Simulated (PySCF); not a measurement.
C2H3AlFNO2. Atoms are numbered in the order given.

```xyz
10

Al     0.6078     0.5349     0.0000
F      2.2377     0.8086     0.0000
N      0.0273    -1.1291     0.0000
C     -0.3347    -2.2764     0.0000
O     -0.6938    -3.3907     0.0000
O     -0.4239     1.8530     0.0000
C     -1.7916     2.1495     0.0000
H     -2.0540     2.7466     0.8909
H     -2.0540     2.7466    -0.8909
H     -2.4250     1.2427     0.0000
```
Charge 0, spin multiplicity 1.

Geometry: B3LYP-D3(BJ)/def2-SVP. Other conformers were not sampled.

All values below come from PBE0/def2-TZVP (PySCF).

ESP charges are fitted to the potential on shells at 1.4 to 2.0 van der Waals radii. Atomic charges (e):

```tsv
atom	Löwdin	ESP fit
Al1	0.01	?
F2	-0.01	?
N3	0.08	-0.75
C4	-0.33	0.65
O5	0.18	?
O6	0.09	-0.58
C7	-0.36	?
H8	0.11	0.10
H9	0.11	0.10
H10	0.11	0.05
```

Question: Some entries are withheld; supply them. (An estimate is asked for; the answer gives what the named calculation found.)

Answer: 
- Al1, ESP fit: 1.36
- F2, ESP fit: -0.48
- O5, ESP fit: -0.37
- C7, ESP fit: -0.07
